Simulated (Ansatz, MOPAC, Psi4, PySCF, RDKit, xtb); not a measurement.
Pair of molecules: dimethyl selenide (SMILES C[Se]C) (first 9 atoms) with NH3 (SMILES N); geometry from B3LYP-D3(BJ)/def2-TZVP, rigid monomers moved along the line of their centres of mass till H8···N10 is 3.51 Å.
(charge 0, multiplicity 1):
```xyz
13

C     -0.799     0.063    -1.832
Se    -0.605     0.357     0.097
C      1.318     0.730     0.103
H     -0.178    -0.773    -2.148
H     -1.845    -0.170    -2.018
H     -0.525     0.964    -2.377
H      1.860    -0.113    -0.322
H      1.587     0.856     1.149
H      1.525     1.638    -0.460
N      0.611     0.086     4.437
H      1.006    -0.284     5.293
H     -0.135     0.722     4.696
H      0.182    -0.685     3.937
```

```
level                            interaction energy (kcal/mol)  cost
-------------------------------  -----------------------------  ----
UFF                                                      -0.46     -
GFN-FF                                                   -0.91     -
AM1                                                      -0.31     -
PM3                                                      -0.52     -
PM6                                                      -0.62     -
PM7                                                      -0.73     -
GFN1-xTB                                                 -0.47     -
GFN2-xTB                                                 -1.15     -
HF/STO-3G (no counterpoise)                              -0.59     -
HF/3-21G (no counterpoise)                               -1.44     -
HF/6-31G*                                                -1.00     -
HF/6-31G* (no counterpoise)                              -1.33     -
HF/aug-cc-pVDZ                                           -0.91     -
PBE/def2-TZVPPD                                          -1.12    ×1
PBE-D3(BJ)/def2-TZVPPD                                   -1.53    ×1
PBE-D4/def2-TZVPPD                                       -1.54    ×1
BP86/6-31G* (no counterpoise)                            -1.21     -
r2SCAN/def2-TZVPPD                                       -1.11    ×2
r2SCAN-D3(BJ)/def2-TZVPPD                                -1.36    ×2
r2SCAN-D4/def2-TZVPPD                                    -1.34    ×2
B3LYP/3-21G (no counterpoise)                            -1.50     -
B3LYP/6-31G*                                             -0.93     -
B3LYP/6-31G* (no counterpoise)                           -1.41     -
B3LYP/def2-TZVPPD                                        -0.74    ×2
B3LYP-D3(BJ)/def2-TZVPPD                                 -1.32    ×2
B3LYP-D4/def2-TZVPPD                                     -1.32    ×2
PBE0/def2-TZVPPD                                         -1.06    ×2
PBE0-D3(BJ)/def2-TZVPPD                                  -1.49    ×2
PBE0-D4/def2-TZVPPD                                      -1.49    ×2
M06-2X/6-31G* (no counterpoise)                          -1.76     -
wB97X-V/def2-TZVPPD                                      -1.37    ×3
wB97M-V/def2-TZVPPD                                      -1.32    ×4
MP2/6-31G*                                               -1.23     -
MP2/6-31G* (no counterpoise)                             -1.74     -
MP2/aug-cc-pVDZ                                          -1.34     -
SCS-MP2/aug-cc-pVDZ                                      -1.21     -
CCSD/aug-cc-pVDZ                                         -1.25     -
CCSD(T)/aug-cc-pVDZ                                      -1.32   ×10
SAPT0/aug-cc-pVDZ                                        -1.45     -
```

The rows run from -1.76 (M06-2X/6-31G* (no counterpoise)) to -0.31 kcal/mol (AM1). In aug-cc-pVDZ the value moves HF -0.91, MP2 -1.34, CCSD -1.25, CCSD(T) -1.32, a shift of -0.41 from HF to CCSD(T). The dispersion term adds -0.41 in PBE-D3(BJ), -0.42 in PBE-D4, -0.25 in r2SCAN-D3(BJ). The 6 functionals in def2-TZVPPD without D3 or D4 span 0.63, from wB97X-V to B3LYP.

Interaction energies are E(AB) − E(A) − E(B) at the monomers' geometry in the complex; basis-set methods are counterpoise corrected. Rows marked so take none. RDKit's UFF carries no charges.

Correlated levels freeze the cores. Filled d and f shells under p-block atoms count as core. Rows in 3-21G, 6-31G*, STO-3G carry no dispersion term and start afresh at each structure (6-31G* with six Cartesian d functions); the Pople sets are all-electron and without relativity. MP2/6-31G* freezes PySCF's default core, which leaves 3d correlated. The state reached by AM1, PM3, PM6, PM7 isn't checked; PM7 holds dispersion and hydrogen-bond terms.

Programs: Ansatz (a first-principles code) with Gaussian orbitals; MOPAC for AM1, PM3, PM6, PM7 (differences of heats of formation); Psi4 for SAPT; PySCF for 3-21G rows, 6-31G* rows, STO-3G rows, the dispersion terms; RDKit for the force fields; xtb for the GFN methods. 

Costs are rough ratios of core time to PBE/def2-TZVPPD (about 14 s over the structures, on one shared machine); a dash marks a level with no comparable run of its own.
